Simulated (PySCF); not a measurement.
B(NCO)2(OH) (C2HBN2O3), SMILES O=C=NB(O)N=C=O.

Geometry: r2SCAN-D4/def2-SVP. One conformer was computed; it need not be the lowest.

The numbers are results of r2SCAN-D4/def2-SVP in PySCF, not measurements.

Harmonic, unscaled wavenumbers; measured fundamentals usually lie a few per cent lower.

| mode | ν (cm⁻¹) | IR (km/mol) | moving atoms (share of kinetic energy) |
|---|---|---|---|
| 1 | 37 | 0.5 | O 75 %, N 13 % |
| 2 | 74 | 0.5 | O 47 %, N 44 % |
| 3 | 79 | 0.5 | N 53 %, O 40 % |
| 4 | 110 | 0.8 | N 72 %, O 25 % |
| 5 | 385 | 21.9 | O 46 %, N 27 %, C 13 %, H 10 % |
| 6 | 414 | 10.0 | N 46 %, O 27 %, C 20 % |
| 7 | 566 | 63.0 | H 78 %, B 14 % |
| 8 | 579 | 2.6 | C 61 %, O 32 % |
| 9 | 616 | 4.7 | C 72 %, O 15 %, N 12 % |
| 10 | 618 | 23.8 | C 71 %, O 14 %, N 13 % |
| 11 | 620 | 33.7 | C 63 %, N 19 %, O 14 % |
| 12 | 642 | 132.7 | B 66 %, N 12 %, H 11 %, O 11 % |
| 13 | 680 | 21.5 | O 39 %, N 34 %, C 22 % |
| 14 | 937 | 210.2 | H 52 %, B 23 %, O 18 % |
| 15 | 1176 | 436.6 | B 39 %, H 30 %, O 23 % |
| 16 | 1351 | 305.8 | B 51 %, O 36 %, N 11 % |
| 17 | 1571 | 197.2 | N 49 %, O 29 %, B 20 % |
| 18 | 1609 | 344.1 | N 49 %, O 26 %, B 22 % |
| 19 | 2418 | 2144.4 | C 70 %, N 17 %, O 13 % |
| 20 | 2463 | 593.1 | C 69 %, N 18 %, O 12 % |
| 21 | 3853 | 110.5 | H 94 % |
